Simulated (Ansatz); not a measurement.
Start from `CBNC[SiH3]` and change one atom or group to get `FCNC[SiH3]`.

Ansatz, PBE0-D4/def2-TZVP geometries, multiplicity 1. Each molecule was computed in one conformer, which needn't be the lowest.

```tsv
property	`CBNC[SiH3]`
HOMO–LUMO gap (PBE0/def2-TZVPP) / eV	7.80
size of the dipole moment (PBE/def2-TZVPP) / D	1.26
HOMO energy (PBE/def2-TZVPP) / eV	-6.12
LUMO energy (ωB97M-V/def2-TZVPP) / eV	1.98
LUMO energy (PBE0/def2-TZVPP) / eV	0.48
HOMO–LUMO gap (B3LYP/def2-TZVPP) / eV	7.36
```

(1) Give the same properties after the change, and the shifts. (Best estimate.)

## Answers

(1) Ansatz gave: 
```csv
property,`FCNC[SiH3]`,shift
HOMO–LUMO gap (PBE0/def2-TZVPP) / eV,7.89,0.09
size of the dipole moment (PBE/def2-TZVPP) / D,0.82,-0.44
HOMO energy (PBE/def2-TZVPP) / eV,-5.92,0.20
LUMO energy (ωB97M-V/def2-TZVPP) / eV,2.07,0.09
LUMO energy (PBE0/def2-TZVPP) / eV,0.55,0.07
HOMO–LUMO gap (B3LYP/def2-TZVPP) / eV,7.42,0.06
```

Dipoles are sizes alone; their direction can turn.

B3LYP here is the variant with VWN-RPA as its local correlation; programs differ in this.
